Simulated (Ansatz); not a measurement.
Program: Ansatz. Geometries: PBE0-D4/def2-TZVP. ΔE: electronic, gas phase. CCSD(T)/CBS is the MP2 limit (def2-TZVPP, def2-QZVPP) plus CCSD(T) − MP2 in def2-TZVPP, frozen cores. This one scheme is used for every species. DFT in def2-TZVPP. For Br outer-core shells are correlated without core-valence functions, which leaves a few kJ/mol of doubt a bond. Scalar relativity is left out up to krypton. Each species was taken in one conformer, which may not be the lowest.

Consider the cleavage of the Al–B bond: `C[O][AlH][BH]S` + HBr → `C[O][AlH][Br]` + `BS`.

`C[O][AlH][BH]S`:

Cartesian coordinates in Å:
```
C 0.385 0.599 -1.704
O 0.756 1.164 -0.484
Al 0.697 0.666 1.133
B -0.246 -1.178 1.596
S -1.825 -1.658 0.964
H -0.398 1.200 -2.180
H 1.243 0.573 -2.385
H 0.009 -0.428 -1.600
H 1.327 1.696 2.158
H 0.189 -2.025 2.323
H -2.137 -0.609 0.179
```

HBr:

Z-matrix (Å, degrees):
```
Br
H 1 1.420
```

`C[O][AlH][Br]`:

Cartesian coordinates in Å:
```
C -0.691 0.194 -1.082
O 0.541 0.037 -0.435
Al 1.073 -0.220 1.129
Br -0.455 -0.386 2.781
H -0.730 1.171 -1.573
H -0.808 -0.577 -1.849
H -1.536 0.121 -0.388
H 2.606 -0.339 1.416
```

`BS`:

Z-matrix (Å, degrees):
```
B
S 1 1.765
H 1 1.192 2 115.8
H 1 1.190 2 121.4 3 -180.0
H 2 1.344 1 99.2 3 180.0
```

```json
{"species": "`C[O][AlH][BH]S`", "PBE0 energy (Eh)": "-782.10398"}
{"species": "HBr", "PBE0 energy (Eh)": "-2574.45886"}
{"species": "`C[O][AlH][Br]`", "PBE0 energy (Eh)": "-2931.94002"}
{"species": "`BS`", "PBE0 energy (Eh)": "-424.69466"}
```

Problem. Work out ΔE.

Solution. ΔE = (-2931.94002) + (-424.69466) − (-782.10398) − (-2574.45886) = -0.07184 Eh = -1.95 eV. CCSD(T)/CBS gives -2.01 eV.

Largest T1 diagnostic among the species: 0.015.

The D4 term adds +0.04 eV with B3LYP and +0.03 eV with PBE0; it sums over pairs of atoms, weighted by their polarisabilities, and B3LYP, whose exchange is more repulsive, gets the larger term. From PBE to PBE0 (25 % exact exchange), in def2-TZVPP and without D4, ΔE moves by −0.09 eV. In def2-TZVPP, CCSD(T) changes the Hartree–Fock value by +0.29 eV (the triples alone add +0.04 eV) and MP2 by +0.17 eV.

B3LYP here is the variant with VWN-RPA as its local correlation; programs differ in this.
